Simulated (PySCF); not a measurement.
CH₅F₃GeSi, SMILES FC(F)(F)[SiH2][GeH3], GFN2-xTB optimised geometry.

```
11

F      1.79     1.46     0.00
C      0.44     1.46     0.00
F      0.06     2.75     0.00
F      0.08     0.96    -1.21
Si    -0.31     0.37     1.42
Ge    -0.69    -1.58     0.20
H      0.73     0.37     2.45
H     -1.48     1.13     1.87
H      0.50    -2.03    -0.57
H     -1.09    -2.75     1.05
H     -1.79    -1.43    -0.80
```

Density from B3LYP/def2-TZVP (PySCF) at that geometry.

Minimum of the electron density along straight lines between bonded atoms, close to the bond critical point (lines longer than 1.1 times the sum of covalent radii, or with two minima, are not listed):

| bond | length / Å | ρ at the minimum / e bohr⁻³ | ∇²ρ there / e bohr⁻⁵ | position (fraction from the first atom) |
|---|---|---|---|---|
| F1–C2 | 1.346 | 0.279 | -0.44 | 0.66 |
| C2–F3 | 1.342 | 0.281 | -0.45 | 0.34 |
| C2–F4 | 1.360 | 0.270 | -0.47 | 0.34 |
| C2–Si5 | 1.944 | 0.111 | 0.17 | 0.62 |
| Si5–Ge6 | 2.332 | 0.097 | -0.15 | 0.48 |
| Si5–H7 | 1.461 | 0.126 | 0.18 | 0.49 |
| Si5–H8 | 1.462 | 0.126 | 0.18 | 0.49 |
| Ge6–H9 | 1.493 | 0.142 | 0.09 | 0.60 |
| Ge6–H10 | 1.498 | 0.141 | 0.09 | 0.60 |
| Ge6–H11 | 1.494 | 0.142 | 0.09 | 0.60 |
